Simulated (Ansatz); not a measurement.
Isolated molecules relaxed with PBE0-D4/def2-TZVP in Ansatz; ΔE leaves out vibrations. CCSD(T)/CBS is the MP2 limit (def2-TZVPP, def2-QZVPP) plus CCSD(T) − MP2 in def2-TZVPP, frozen cores. This one scheme is used for every species. DFT in def2-TZVPP. For Se outer-core shells are correlated without core-valence functions, which leaves a few kJ/mol of doubt a bond. Scalar relativity is left out up to krypton. One conformer a species, not always the lowest.

Consider the ligand exchange at a B–Se bond: `C[Se]B(F)Cl` + H₂S → `FB(S)Cl` + `C[SeH]`.

| level | ΔE (eV) |
| --- | --- |
| PBE-D4 | -0.01 |
| r2SCAN-D4 | -0.01 |
| PBE0-D4 | -0.01 |
| ωB97X-V | -0.02 |
| ωB97M-V | -0.02 |
| r2SCANh | -0.02 |
| MP2/def2-TZVPP | 0.04 |
| HF/def2-QZVPP | -0.09 |

Task: What does CCSD(T)/CBS give? (Best estimate.)

Result: Computed: +0.04 eV. The listed levels differ from it by -0.05, -0.05, -0.05, -0.06, -0.06, -0.06, 0.00, -0.13 eV.

Largest T1 diagnostic among the species: 0.012.

Leaving LDA and LC-ωPBE aside and taking each functional with its dispersion term where it has one, the values, not all of them listed here, spread over 0.04 eV, from B97M-V to revPBE-D4. In def2-TZVPP, CCSD(T) changes the Hartree–Fock value by +0.11 eV (the triples alone add +0.02 eV) and MP2 by +0.13 eV.
